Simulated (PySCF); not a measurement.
PySCF 2.14 output of an unrestricted CAM-B3LYP calculation on a single atom or ion in def2-QZVPPD, with the non-relativistic Hamiltonian (point nucleus):

```
SCF conv_tol = 1e-09
number electrons alpha = 15  beta = 9
    T. Yanai, D. P. Tew, and N. C. Handy.,  Chem. Phys. Lett. 393, 51 (2004)
cycle= 1 E= -1044.49468612036  delta_E= -0.0118  |g|= 0.0565  |ddm|= 0.173
cycle= 2 E= -1044.49449462332  delta_E= 0.000191  |g|= 0.0714  |ddm|= 0.107
cycle= 3 E= -1044.49581110192  delta_E= -0.00132  |g|= 0.00513  |ddm|= 0.0365
cycle= 4 E= -1044.49584072961  delta_E= -2.96e-05  |g|= 0.00137  |ddm|= 0.0207
cycle= 5 E= -1044.49584243816  delta_E= -1.71e-06  |g|= 8.29e-05  |ddm|= 0.00665
cycle= 6 E= -1044.49584244771  delta_E= -9.55e-09  |g|= 1.59e-05  |ddm|= 0.000836
cycle= 7 E= -1044.49584244788  delta_E= -1.73e-10  |g|= 7.1e-07  |ddm|= 0.000128
converged SCF energy = -1044.49584244788  <S^2> = 12.000188  2S+1 = 7.0000538
```

The run itself started from symmetry-adapted Hartree-Fock orbitals and held the occupation by maximum overlap, on a logarithmic radial grid, so the iterations belong to that start.

Q: Which element, charge and spin multiplicity is this?

A: Cr (chromium, neutral), multiplicity 7; the state was [Ar] 3d5 4s1, high-spin 7S determinant.
